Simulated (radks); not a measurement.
Values are calculated unless marked as measured or tabulated.
Q: These are the eigenvalues of the occupied orbitals of an atom or ion with whole-number occupations (eV). Level of theory: non-relativistic Kohn-Sham, PBE, spin-polarised, spherical densities, point nucleus (a radial shooting solver on a logarithmic mesh with Libxc functionals).

1s up: -8748.448
1s down: -8748.438
2s down: -1041.700
2s up: -1041.674
2p down: -913.4656
2p up: -913.4519
3s down: -112.9455
3s up: -112.9133
3p down: -73.1099
3p up: -73.0847
3d up: -7.2066
3d down: -7.1451
4p up: -1.9232

Which element is it, and in what charge state? The configuration may be excited. Open shells, if any, are filled with parallel spins first.

A: Z = 29, copper, charge 0: Cu in [Ar] 3d10 4p1. The list shows which subshells hold electrons but not how many an open one holds; the 1s level, -321.5 hartree, gives Z - s = 25.4 by -(Z - s)^2/2, which with screening narrows Z to a few neighbours, and the depths of the outer levels then fix element, charge and occupations together.
